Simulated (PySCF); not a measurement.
Run times: rhodium in x2c-SVPall-2c with one added diffuse shell each of s, p, d type

Measured wall times of calculations with PySCF 2.14 in x2c-SVPall-2c with one added diffuse shell each of s, p, d type (7s9p7d1f, 76 functions), with two-component X2C-1e, run from one Python driver. Hardware: 1 thread of Neoverse-N1 on a shared host, 1.3 GiB allowed. The two-electron integrals over 76 functions were computed once and kept in memory (3.8 CPU seconds with the set-up); the times below exclude them.

Launch command (the driver calls PySCF for each step listed in the task file):

```bash
OMP_NUM_THREADS=1 python sorun2.py TASK.json OUT
```

```csv
species,step,iterations,wall time (s)
Rh²⁺ [Kr] 4d7,"GHF, spin-free",8,2.1
Rh²⁺ [Kr] 4d7,"GMP2 (15 electrons), spin-free",,0.96
Rh²⁺ [Kr] 4d7,"GHF, screened spin-orbit",13,3
Rh²⁺ [Kr] 4d7,"GMP2 (15 electrons), screened spin-orbit",,0.73
Rh²⁺ [Kr] 4d6 5s1,"GHF, spin-free",7,1.9
Rh²⁺ [Kr] 4d6 5s1,"GMP2 (15 electrons), spin-free",,0.73
Rh²⁺ [Kr] 4d6 5s1,"GMP2 (15 electrons), screened spin-orbit",,0.74
```

(1) Roughly how long does GHF, screened spin-orbit take for Rh²⁺ [Kr] 4d6 5s1 here?

Peak memory of the process: 0.25 GiB. Times on a shared host vary from run to run.

Answers

(1) About 3.4 s.
